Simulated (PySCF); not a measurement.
UHF on Te (tellurium, neutral)

Configuration: [Kr] 4d10 5s2 5p3 5d1, high-spin 5D determinant (an excited configuration). Computed with PySCF 2.14 in aug-cc-pVTZ-DK3, with the spin-free X2C one-electron Hamiltonian (Gaussian nucleus).

| Item | Value |
| --- | --- |
| Total energy | -6790.360117 hartree |
| One-electron energy | -9314.2364 hartree |
| Hartree (Coulomb) energy | 2698.7536 hartree |
| Exchange energy | -174.8773 hartree |
| ⟨S²⟩ | 6.0024 |
| ⟨L²⟩ | 6.039 |
| Sum of ⟨r⟩ | 38.91 bohr |
| Sum of ⟨r²⟩ | 73.78 bohr² |
| Traceless quadrupole moment −½Σ⟨3z² − r²⟩ along its main axis | 6.46 e·bohr² |
| Langevin diamagnetic susceptibility | -58.4 ×10⁻⁶ cm³/mol |

| shell | electrons | mean orbital energy (eV) | spread (eV) | rms radius, mean of both spins (bohr) |
| --- | --- | --- | --- | --- |
| 1s α | 1 | -31969.5 | 0 | 0.0318 |
| 1s β | 1 | -31969.3 | 0 | 0.0318 |
| 2s α | 1 | -5002.6 | 0 | 0.130 |
| 2s β | 1 | -5002.5 | 0 | 0.130 |
| 2p α | 3 | -4487.4 | 0 | 0.116 |
| 2p β | 3 | -4487.3 | 0.014 | 0.116 |
| 3s α | 1 | -1039.7 | 0 | 0.343 |
| 3s β | 1 | -1039.5 | 0 | 0.343 |
| 3p α | 3 | -867.69 | 0.026 | 0.343 |
| 3p β | 3 | -867.44 | 0.031 | 0.343 |
| 3d α | 5 | -606.55 | 0.049 | 0.322 |
| 3d β | 5 | -606.45 | 0.033 | 0.322 |
| 4s α | 1 | -196.50 | 0 | 0.814 |
| 4s β | 1 | -196.00 | 0 | 0.814 |
| 4p α | 3 | -140.60 | 0.036 | 0.878 |
| 4p β | 3 | -140.01 | 0.079 | 0.878 |
| 4d α | 5 | -56.226 | 0.147 | 1.05 |
| 4d β | 5 | -55.768 | 0.108 | 1.05 |
| 5s α | 1 | -25.630 | 0 | 2.23 |
| 5s β | 1 | -18.528 | 0 | 2.23 |
| 5p α | 3 | -13.099 | 0.105 | 2.73 |
| 5d α | 1 | -1.545 | 0 | 4.75 |

The outer electron is Rydberg-like, and this basis confines it to a smaller radius and binds it less than a complete one would.

Densities and radii are taken from the X2C orbitals without a picture-change correction, which distorts them close to the nucleus.

Spin-orbit constants ζ (cm⁻¹) from the X2C one-electron operator on these orbitals: bare nucleus, nucleus screened by l(l+1)(2l+1)/3 electrons, and screened by the Breit-Pauli mean field of the electrons.

| shell | bare | screened nucleus | mean field |
| --- | --- | --- | --- |
| 2p | 1466000 | 1409000 | n/a |
| 3p | 276700 | 266100 | n/a |
| 3d | 41910 | 33850 | n/a |
| 4p | 49990 | 48070 | n/a |
| 4d | 5581 | 4508 | n/a |
| 5p | 4193 | 4032 | n/a |
| 5d | 141.3 | 114.1 | n/a |

To first order the Landé constant is A = 28.54 cm⁻¹, so the lowest level has J = 0 and lies 0.0212 eV below the centre of the term. This holds in LS coupling only.
